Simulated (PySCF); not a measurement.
C6H11OS (charge +1).
Cartesian coordinates in Å at the PBE0-D3(BJ)/def2-SVP level; atoms count from 1:
```xyz
19
C6H11OS angstrom
C      2.327    1.698   -1.669
C      1.615    0.585   -1.075
C      1.040   -0.365   -0.584
C      0.369   -1.498   -0.002
S     -1.101   -1.024    0.952
C     -2.135   -0.121   -0.168
C     -0.537    0.133    2.168
O     -1.767   -2.176    1.537
H      2.755    1.398   -2.638
H      3.149    2.030   -1.017
H      1.655    2.551   -1.844
H     -0.032   -2.222   -0.734
H      0.974   -2.061    0.730
H     -1.566    0.701   -0.623
H     -2.992    0.241    0.418
H     -2.471   -0.845   -0.923
H      0.047    0.929    1.687
H      0.074   -0.449    2.873
H     -1.431    0.524    2.676
```

Computed with PySCF at CAM-B3LYP/def2-SVPD, non-relativistic, on one gas-phase PBE0-D3(BJ)/def2-SVP geometry that isn't relaxed in the solvent. The solvent is an IEF-PCM continuum (cavity from Bondi-type radii × 1.2). The model holds no explicit solvent molecules, cavitation or dispersion.

Gas phase at CAM-B3LYP/def2-SVPD: HOMO -13.31 eV, LUMO -3.43 eV.

What does the continuum do to the energy and the frontier levels at CAM-B3LYP/def2-SVPD in chloroform and water?

```json
{"solvent": "chloroform", "ε": "4.711", "E(solvent) − E(gas) (kcal/mol)": "-46.32", "polarisation term (kcal/mol)": "-47.48", "distortion of the solute (kcal/mol)": "1.16", "HOMO (eV)": "-10.21", "LUMO (eV)": "-0.23"}
{"solvent": "water", "ε": "78.36", "E(solvent) − E(gas) (kcal/mol)": "-59.21", "polarisation term (kcal/mol)": "-61.58", "distortion of the solute (kcal/mol)": "2.37", "HOMO (eV)": "-9.44", "LUMO (eV)": "0.57"}
```

The first energy column is the sum of the next two and covers electrostatics alone. From chloroform to water the lowering changes by a factor 1.28, Born's factor 1 − 1/ε by 1.25 and ε itself by 16.6.

Which radius a makes Born's formula ΔE = −(q²/2a)(1 − 1/ε) give the value in water?

a = q²(1 − 1/ε)/(2|ΔE|) = 2.77 Å, with q = +1 e and |ΔE| = 0.0944 Eh; the farthest nucleus lies 4.12 Å from the centroid of the nuclei. The formula assumes a point charge at the centre of a sphere.

How does the static polarisability (CAM-B3LYP/def2-SVPD, frozen core, with the continuum's full static response) change?

```csv
medium,isotropic (au),principal values (au),⟨r²⟩ of the electrons (bohr²)
gas,92.0,"77.2, 78.0, 120.6",1460.7
chloroform,113.3,"95.9, 97.0, 146.9",1463.7
water,124.3,"106.6, 107.5, 158.8",1465.0
```

The isotropic value in water is 1.35 times the gas-phase one; no cavity-field correction is applied. ⟨r²⟩ is taken about the centre of nuclear charge.

Rough CPU time on one thread of a shared machine: about 80 s. This is the whole response run at CAM-B3LYP/def2-SVPD in water, SCF included.
